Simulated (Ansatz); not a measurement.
Gas-phase electronic energies from Ansatz, PBE0-D4/def2-TZVP geometries. CBS: MP2 limit from def2 TZ/QZ plus the TZ coupled-cluster correction, frozen cores. DFT in def2-TZVPP. For Ga outer-core shells are correlated without core-valence functions, which leaves a few kJ/mol of doubt a bond. Scalar relativity is left out up to krypton.

`[SiH3][Ga]([Cl])[Cl]` + CH₃NH₂ → `CN[SiH3]` + `[Cl][GaH][Cl]`  (cleavage of the Si–Ga bond)

`[SiH3][Ga]([Cl])[Cl]`:

```xyz
7

Si    0.999   -0.552   -0.187
Ga   -1.082    0.573    0.191
Cl   -1.206    2.430    1.253
Cl   -2.982   -0.149   -0.485
H     1.870    0.338   -0.996
H     0.763   -1.828   -0.905
H     1.638   -0.812    1.128
```

CH₃NH₂:

```xyz
7

C     0.122    0.301    0.466
N    -0.018   -0.235   -0.877
H    -0.372   -0.280    1.259
H    -0.283    1.315    0.496
H     1.182    0.374    0.719
H    -0.994   -0.302   -1.135
H     0.362   -1.172   -0.928
```

`CN[SiH3]`:

```xyz
10

C     0.415   -0.911    0.975
N     0.232    0.423    0.445
Si   -0.540    0.735   -1.055
H     0.498   -0.890    2.065
H    -0.460   -1.523    0.734
H     1.297   -1.430    0.576
H     0.928    1.080    0.757
H    -1.890    0.109   -1.034
H     0.162    0.196   -2.261
H    -0.642    2.210   -1.203
```

`[Cl][GaH][Cl]`:

Cartesian coordinates in Å:
```
Cl 1.869 0.692 -0.410
Ga -0.060 -0.149 -0.092
Cl -1.251 0.849 1.362
H -0.559 -1.392 -0.860
```

```json
{"level": "ωB97M-V", "ΔE (eV)": "-0.19"}
{"level": "MP2/CBS(def2)", "ΔE (eV)": "-0.20"}
```

What does CCSD(T)/CBS give? (An estimate is asked.)

Computed: -0.14 eV. The listed levels differ from it by -0.05, -0.06 eV.

Largest T1 diagnostic among the species: 0.012.

From BLYP to BHLYP (50 % exact exchange), in def2-TZVPP and without D4, ΔE moves by −0.14 eV. In def2-TZVPP, CCSD(T) changes the Hartree–Fock value by +0.15 eV (the triples alone add +0.02 eV) and MP2 by +0.09 eV.
